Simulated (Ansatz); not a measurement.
A calculation with Ansatz (development build ahead of 0.2.0).

```yaml
crystal:
  periodic: [false, false, false]
  atoms:
    - { symbol: Cu, position_ang: [0.0, 0.0, -1.9] }
    - { symbol: O, position_ang: [0.0, 0.0, 0.0] }
    - { symbol: O, position_ang: [1.1302, 0.0, 0.6009] }
basis:
  gaussian: { orbitals: pcseg-2 }
magnetization:
  initial_magnetization: 1
hamiltonian:
  xc: hf
```

The input is written out in the form of the current development build from the run's settings.

Output:

```yaml
Converged: yes
Total_energy: -1788.58119 hartree
Spin_squared_of_the_determinant: 0.750
Stability_test: minimum among restricted orbitals
```
